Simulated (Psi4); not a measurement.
Method: SAPT0/jun-cc-pVDZ, frozen core (Psi4).

Psi4 input:

```
molecule {
0 1
Ge 0.07035307 -0.00243028 0.74633115
H -0.04303185 -1.13617182 -0.37612919
H -0.02732122 1.13860210 -0.37020196
--
0 1
O -2.31396008 0.01492517 0.50165281
H -2.37555024 0.75699289 -0.10853177
H -2.41883478 -0.77108423 -0.04421747
units angstrom
symmetry c1
no_reorient
no_com
}
set basis jun-cc-pvdz
set scf_type df
set freeze_core true
energy('sapt0')
```

Part of the output:

```
    SAPT Results
  --------------------------------------------------------------------------------------------------------
    Electrostatics                -37.93283179 [mEh]     -23.80321131 [kcal/mol]     -99.59263614 [kJ/mol]
      Elst10,r                    -37.93283179 [mEh]     -23.80321131 [kcal/mol]     -99.59263614 [kJ/mol]

    Exchange                       43.06364682 [mEh]      27.02284636 [kcal/mol]     113.06358915 [kJ/mol]
      Exch10                       43.06364682 [mEh]      27.02284636 [kcal/mol]     113.06358915 [kJ/mol]
      Exch10(S^2)                  42.52183471 [mEh]      26.68285412 [kcal/mol]     111.64106166 [kJ/mol]

    Induction                     -16.74331161 [mEh]     -10.50658666 [kcal/mol]     -43.95955857 [kJ/mol]
      Ind20,r                     -59.11678555 [mEh]     -37.09634299 [kcal/mol]    -155.21109908 [kJ/mol]
      Exch-Ind20,r                 46.70278187 [mEh]      29.30643808 [kcal/mol]     122.61813692 [kJ/mol]
      delta HF,r (2)               -4.32930793 [mEh]      -2.71668174 [kcal/mol]     -11.36659641 [kJ/mol]

    Dispersion                     -6.64319258 [mEh]      -4.16866628 [kcal/mol]     -17.44169972 [kJ/mol]
      Disp20                       -8.57633237 [mEh]      -5.38172981 [kcal/mol]     -22.51715752 [kJ/mol]
      Exch-Disp20                   1.93313978 [mEh]       1.21306353 [kcal/mol]       5.07545780 [kJ/mol]
      Disp20 (SS)                  -4.28816618 [mEh]      -2.69086490 [kcal/mol]     -11.25857876 [kJ/mol]
      Disp20 (OS)                  -4.28816618 [mEh]      -2.69086490 [kcal/mol]     -11.25857876 [kJ/mol]
      Exch-Disp20 (SS)              1.02494468 [mEh]       0.64316249 [kcal/mol]       2.69099188 [kJ/mol]
      Exch-Disp20 (OS)              0.90819511 [mEh]       0.56990103 [kcal/mol]       2.38446593 [kJ/mol]

  Total HF                        -11.61249657 [mEh]      -7.28695161 [kcal/mol]     -30.48860555 [kJ/mol]
  Total SAPT0                     -18.25568915 [mEh]     -11.45561789 [kcal/mol]     -47.93030527 [kJ/mol]
```
